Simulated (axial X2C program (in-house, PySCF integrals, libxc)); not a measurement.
# InO: from Re and ωe to a spectrum

A bond curve at the PBE0 level, two-component, was computed with an in-house all-electron X2C program for linear molecules (integrals from PySCF) (basis In dyall-cv3z [11s12p9d4f1g], O dyall-av3z [7s6p3d2f] (cores contracted in-house)) for the state Ω = 1/2 (⟨Sz⟩ = 0.50, ⟨Lz⟩ = 0.00 at PBE0). Its fit gives Re = 1.9223 Å, ωe = 587.2 cm⁻¹, ωexe = 4.07 cm⁻¹ and αe = 3.026e-03 cm⁻¹; the masses are 114.9039 and 15.9949 u. Two-component means X2C with spin–orbit coupling and atomic mean-field Coulomb and Gaunt terms.

Find the reduced mass, Be and the force constant.

From the PBE0 values: μ = 14.0404 u. Be = 16.8576/(μ Re²) = 0.3249 cm⁻¹. k = 5.8918×10⁻⁷ μ ωe² = 2.85 mdyn/Å.

Where do the fundamental and the first overtone lie?

ν(1←0) = ωe − 2ωexe = 579.1 cm⁻¹; ν(2←0) = 2ωe − 6ωexe = 1150.0 cm⁻¹.

Estimate the centrifugal constant by the Kratzer relation.

D = 4Be³/ωe² = 3.98e-07 cm⁻¹.

The dipole moment p changes by 2.66 D/Å at Re. What harmonic infrared intensity follows?

I = 42.256 × (dp/dR)²/μ = 21 km/mol.

A Morse curve ties αe to the other constants (Pekeris). How well does that hold?

αe(Morse) = 6Be²/ωe × (√(ωexe/Be) − 1) = 2.739e-03 cm⁻¹; the PBE0 curve gives 3.026e-03 cm⁻¹, a ratio of 0.91.

Occupations by symmetry block were frozen at the best pattern of an incomplete PBE0 search. Density functionals use the spin component along the axis (collinear). Other states lie close and PBE0, whose exact exchange favours high spin, may order them wrongly; the determinant shown need not be the ground state. The nearest other 2c determinant of the search, Ω = 3/2, lies 0.32 eV up at the distance of the search.
